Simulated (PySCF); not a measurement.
SMILES O[Si](C)(O)C[Si](O)(O)O, singlet, GFN2-xTB optimised geometry.

```
19

Si    -1.77    -0.80     0.00
O     -2.53    -1.44     1.29
O     -2.32    -1.59    -1.31
O     -2.20     0.78     0.00
C      0.12    -0.80     0.00
Si     0.66     0.18    -1.53
C      2.53     0.37    -1.77
O     -0.02    -0.67    -2.77
O      0.06     1.70    -1.49
H     -2.61    -2.38     1.35
H     -1.80    -1.48    -2.11
H     -3.01     1.02     0.45
H      0.51    -0.34     0.90
H      0.50    -1.81    -0.03
H      2.73     1.04    -2.60
H      3.01     0.78    -0.89
H      2.99    -0.58    -2.00
H      0.15    -0.38    -3.67
H     -0.78     1.81    -1.05
```

Density from CAM-B3LYP/def2-SVP in PySCF 2.14.0 at that geometry.

Minimum of the electron density along straight lines between bonded atoms, close to the bond critical point (lines longer than 1.1 times the sum of covalent radii, or with two minima, are not listed):

| bond | length / Å | ρ at the minimum / e bohr⁻³ | ∇²ρ there / e bohr⁻⁵ | position (fraction from the first atom) |
|---|---|---|---|---|
| Si1–O2 | 1.630 | 0.131 | 1.07 | 0.41 |
| Si1–O3 | 1.628 | 0.132 | 1.07 | 0.41 |
| Si1–O4 | 1.640 | 0.127 | 1.02 | 0.41 |
| Si1–C5 | 1.889 | 0.115 | 0.32 | 0.38 |
| C5–Si6 | 1.894 | 0.113 | 0.32 | 0.62 |
| Si6–C7 | 1.892 | 0.116 | 0.32 | 0.38 |
| Si6–O8 | 1.655 | 0.122 | 0.98 | 0.41 |
| Si6–O9 | 1.629 | 0.131 | 1.07 | 0.41 |
| O2–H10 | 0.952 | 0.355 | -2.50 | 0.82 |
| O3–H11 | 0.958 | 0.346 | -2.61 | 0.83 |
| O4–H12 | 0.954 | 0.351 | -2.53 | 0.82 |
| C5–H13 | 1.085 | 0.269 | -0.95 | 0.63 |
| C5–H14 | 1.086 | 0.268 | -0.94 | 0.62 |
| C7–H15 | 1.085 | 0.272 | -0.98 | 0.63 |
| C7–H16 | 1.083 | 0.273 | -0.99 | 0.63 |
| C7–H17 | 1.084 | 0.273 | -0.99 | 0.63 |
| O8–H18 | 0.954 | 0.353 | -2.47 | 0.82 |
| O9–H19 | 0.959 | 0.345 | -2.59 | 0.83 |
